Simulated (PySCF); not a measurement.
C5H7O2 (doublet state).
Cartesian coordinates in Å at the GFN2-xTB level; atoms count from 1:
```xyz
14
C5H7O2 angstrom
C     -2.6605    0.4774    0.2861
C     -1.7575   -0.4928   -0.2239
O     -2.1369   -1.6101   -0.5993
C     -0.3451   -0.0846   -0.2754
C      0.5765   -0.9408   -0.7421
O      1.8924   -0.7775   -0.8734
C      2.4552    0.4561   -0.4780
H     -3.7078    0.2409    0.3501
H     -2.3300    1.4467    0.6122
H     -0.0991    0.9064    0.0711
H      0.2633   -1.9234   -1.0756
H      3.5234    0.3763   -0.6698
H      2.0388    1.2829   -1.0602
H      2.2865    0.6422    0.5865
```

The hyperfine couplings belong to this conformer and change with its torsions.

Identity: `[CH2]C(=O)/C=C/OC` [radical].

Method used: UKS B3LYP, pcH-1 on C H O, non-relativistic, mean-field spin-orbit, GIAO (PySCF). Isolated species at its GFN2-xTB geometry (one conformer only). A GFN2-xTB geometry isn't a minimum of the functional, and hyperfine couplings can be far from their values at a DFT geometry. No stability test was run, so a lower SCF solution isn't excluded.

Question: What are g_iso and the isotropic 13C coupling of C1?

Answer: g_iso = 2.00469 and a = +69.14 MHz, or +2.464 mT (Mulliken spin population +0.90). 13C makes up about 1.07 % of the natural element, so this concerns labelled samples or satellites.

Question: Take this nucleus alone (I = 1/2, g_N = 1.4048) with S = 1/2. Where do its 2 lines fall at 9.437 GHz to first order, to second order and exactly?

Answer: B0 = hν/(g μB) = 336.337 mT and a/B0 = 0.0073. B(1) = B0 − a·mI, B(2) = B(1) − a²[I(I+1) − mI²]/(2B0); the exact values solve the Breit–Rabi equation, nuclear Zeeman term included.

| mI | first order (mT) | second order (mT) | exact (mT) | exact − first order |
| --- | --- | --- | --- | --- |
| −1/2 | 337.569 | 337.564 | 337.564 | -0.004 |
| +1/2 | 335.105 | 335.100 | 335.100 | -0.005 |

Question: Someone takes the midpoint and the distance of the outer exact lines at face value. What g and a result?

Answer: Their midpoint, 336.332 mT, gives an apparent g of 2.00472 (true 2.00469), and their distance over 2I an apparent |a| of 2.464 mT (true 2.464).

Question: Give the zero-field levels of this pair of spins.

Answer: F = I ± 1/2 = 1 and 0, at a·I/2 = +17.3 MHz and −a(I+1)/2 = -51.9 MHz, that is |a|(I + 1/2) = 69.1 MHz apart; F = 0 lies lower.

Other couplings of abundant isotopes, left aside here: 1 × 1H 54 MHz, 1 × 1H 53 MHz.

H8 and H9 aren't averaged: C1 is flat or nearly so (angle sum 360°), and its turn about the short C1–C2 bond (1.42 Å) is taken as slow.
